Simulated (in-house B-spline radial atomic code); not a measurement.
**RPA and G0W0 on B3LYP (VWN-RPA): the lithium ion Li⁺**

Configuration 1s2, mean-field start B3LYP (VWN-RPA). Computed with an all-electron radial atomic-structure program (B-spline basis): all electrons, non-relativistic, point nucleus, each spin shell either full or empty, empty states to l = 9 with an (l + 1/2)⁻⁴ tail; G0W0 by contour deformation at full frequency.

Command:
```bash
python run_gw.py task.json out
```
Settings (radii: box in bohr, nucleus in fm):
```
Z                        3
electrons                2
configuration            1s2
hamiltonian              nr
method                   b3lyp
lmax                     9
spin_polarised           False
box_radius               23.78
intervals                44
ion_configuration        1s1
```

Run time, properties included: 0.9 s on 1 thread of Arm Neoverse N1, with other jobs on the host.

Energies (hartree):

| term | value |
| --- | --- |
| mean-field total | -7.28615 |
| Hartree-Fock functional on these orbitals | -7.23534 |
| direct second order | -0.092208 |
| second-order exchange | 0.046104 |
| SOSEX correction | 0.042134 |

Task: What is the RPA correlation energy, and what remains with SOSEX?

Result: RPA gives -0.084267 hartree (-1.15 eV per electron); RPA + SOSEX gives -0.042133, and the second-order doubles -0.046103 hartree (no singles). SOSEX takes back 50 % of the RPA value, the self-correlation of each of the two electrons.

Quasi-particle levels (eV):

| level | occupied | mean field | Σx - vxc | Σc | QP weight | G0W0 |
| --- | --- | --- | --- | --- | --- | --- |
| 1s | yes | -64.06 | -12.04 | ? | ? | ? |
| 2s | no | -7.056 | 2.06 | -0.11 | 0.998 | -5.110 |

G0W0 = mean field + (Σx - vxc) + Σc, with Σc (partial-wave tail included) taken at the quasi-particle energy.

Task: Where does G0W0 put 1s?

Result: At -75.18 eV, with Σc = 0.92 eV and a quasi-particle weight of 0.958. The tabulated removal energy is 75.640 eV (NIST, tabulated theory).

Task: What does it cost to remove one electron (to 1s1) by differences of total energies, each species on its own start (correlation terms add to the Hartree-Fock functional)?

Result: B3LYP (VWN-RPA) 75.97 eV, Hartree-Fock functional 74.44 eV, + RPA 76.14 eV, + RPA + SOSEX 75.59 eV, + second order 75.70 eV. Tabulated: 75.640 eV (NIST, tabulated theory).
